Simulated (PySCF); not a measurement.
Mg(OH)(OMe) (CH4MgO2), SMILES C[O][Mg][OH].

Geometry optimised at B3LYP-D3(BJ)/def2-SVP. Other conformers were not sampled.

Computed with IEF-PCM-PBE0/def2-SVP (PySCF 2.14.0).

The values are the electrostatic part of the solvation free energy, E(continuum) − E(gas) at the gas-phase geometry, in a cavity of scaled van der Waals radii (PySCF's table); cavitation and dispersion terms are not included. A continuum can't describe solvent molecules that bind to the metal. In vacuum the orbital gap is 6.05 eV. The dipole moment in vacuum is 0.63 D.

Computed values in water (ε = 78.36), acetonitrile (ε = 35.69), tetrahydrofuran (ε = 7.43):
```tsv
solvent	ε	ΔG(elec) (kcal/mol)	dipole (D)	gap (eV)
water	78.36	-10.3	0.76	6.49
acetonitrile	35.69	-10.1	0.76	6.48
tetrahydrofuran	7.43	-8.5	0.74	6.41
```
